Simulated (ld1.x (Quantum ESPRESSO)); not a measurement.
Values are calculated unless marked as measured or tabulated.
# Hardness and transferability of assorted potentials

Generated with ld1.x 7.5 (TM, RRKJ, ultrasoft, PAW), atompaw 4.2 or ONCVPSP 4.0.1. The cutoff is in Ry: for ld1.x and atompaw files where the sum of valence levels is converged to 10 mRy in a Bessel basis, for ONCV files where the hardest occupied wave has 1 mHa per electron of residual kinetic energy. The error is the largest all-electron minus pseudo excitation energy over each file’s own four to seven test configurations (ionisations up to +4, promotions, holes and added fractions of an electron), all of which were solved. The labels leave out finer settings (local radius, basis sizes, second energies), which also bear on the numbers. Spin-polarised tests are not counted. The rows are a selection from randomly drawn settings: files with unsolved tests, undetermined cutoffs or missed reference levels are left out.

A true bound ghost makes a file unfit for plane-wave use even where its test errors are small: the radial tests pick states by their node count and pass the ghost by.

| element | potential | cutoff (Ry) | largest error (meV) | bound ghosts |
| --- | --- | --- | --- | --- |
| F | TM, PBEsol, non-relativistic, rc 0.60/1.15 (sp), local s, core correction yes, reference 2s1 2p6 | 140 | +1216 | none |
| Cl | TM, PBE, scalar-relativistic, rc 1.35/1.10/1.20 (spd), local s, core correction yes, reference 3s2 3p3 | 80 | +82 | none |
| Hf | TM semilocal, LDA (PZ), scalar-relativistic, rc 3.05/3.30/2.45 (spd), local d, core correction yes, reference 5d2 6s1.5 6p0.5 | 21 | -82 | none |
| Ta | RRKJ, PBEsol, scalar-relativistic, rc 2.50/1.65/1.70 (spd), local s, core correction yes, reference 5p6 5d3 6s1.5 6p0 | 50 | -261 | none |
| Pt | TM, PBE, scalar-relativistic, rc 1.38/1.00/2.10/2.20 (spdf), local smoothed, core correction yes, reference 5p6 5d8 6s0 6p0 | 140 | -137 | s |

Question: Fill in the row for Ge: TM semilocal, revPBE, scalar-relativistic, rc 1.30/1.50/1.58 (spd), local p, core correction no, reference 3d10 4s2 4p2.

Answer: cutoff 140 Ry, largest error +30 meV, bound ghosts: none.

Question: Fill in the row for C: TM, PW91, scalar-relativistic, rc 1.10/1.90/2.10 (spd), local p, core correction no, reference 2s2 2p1.5.

Answer: cutoff 35 Ry, largest error +174 meV, bound ghosts: none.

Question: Fill in the row for Pt: TM, PBEsol, scalar-relativistic, rc 1.85/1.40/1.45 (spd), local s, core correction no, reference 5p6 5d9 6s1 6p0.

Answer: cutoff 90 Ry, largest error -399 meV, bound ghosts: none.
